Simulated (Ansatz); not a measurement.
Total energies of CH₇BGeN₂ (`BN/C=[N]/[GeH3]`).

Z-matrix (Å, degrees):
```
Ge
N 1 1.844
H 1 1.548 2 110.1
H 1 1.535 2 108.1 3 120.5
H 1 1.535 2 108.1 3 -120.5
C 2 1.257 1 119.7 3 -0.2
N 6 1.396 2 123.6 1 180.0
H 6 1.102 2 124.7 1 -0.0
B 7 1.407 6 128.1 2 -0.3
H 7 1.009 6 113.0 2 179.8
H 9 1.188 7 120.0 6 -0.0
H 9 1.195 7 116.8 6 -180.0
```

Charge 0, multiplicity 1. Correlated methods include outer-core shells of Ge, which these sets cover unevenly. Scalar relativity is left out up to krypton. Geometry: relaxed with PBE0-D4/def2-TZVP. It is one conformer, not always the lowest. Basis def2-TZVPP, Ansatz 0.2.0.

RPA on PBE orbitals: Hartree–Fock energy of these orbitals -2250.90808 Eh, correlation -1.51969 Eh (frozen core).

| functional | energy without D4 (Eh) | D4 term (kJ/mol) |
| --- | --- | --- |
| PBE | -2253.20251 | -23.0 |
| revPBE | -2253.53710 | -73.3 |
| BLYP | -2253.73957 | -50.9 |
| r2SCAN | -2253.63903 | -5.9 |
| B97M-V | -2253.36134 | – |
| r2SCANh | -2253.62226 | -6.2 |
| r2SCAN0 | -2253.59874 | -6.8 |
| LC-ωPBE | -2253.35993 | – |
| B2PLYP | -2253.23633 | – |
| PBE-QIDH | -2252.92177 | – |

Task: Give the same for LDA (SPW92), PBE0, B3LYP, HSE06 (plane-wave form), BHLYP, CAM-B3LYP, ωB97X-V, ωB97M-V. (Estimate.)

Result: Ansatz gave: 
| functional | energy without D4 (Eh) | D4 term (kJ/mol) |
| --- | --- | --- |
| LDA (SPW92) | -2249.01828 | – |
| PBE0 | -2253.27450 | -19.4 |
| B3LYP | -2253.81338 | -36.9 |
| HSE06 (plane-wave form) | -2253.26493 | -18.1 |
| BHLYP | -2253.63233 | -27.3 |
| CAM-B3LYP | -2253.78714 | -19.7 |
| ωB97X-V | -2253.51125 | – |
| ωB97M-V | -2253.55619 | – |

B3LYP takes the VWN-RPA correlation (the form of Gaussian; ORCA's B3LYP/G). HSE06 is the plane-wave form, built on full-range PBE exchange. The double hybrids freeze the cores in their second-order part.

LC-ωPBE has ω = 0.4 bohr⁻¹.
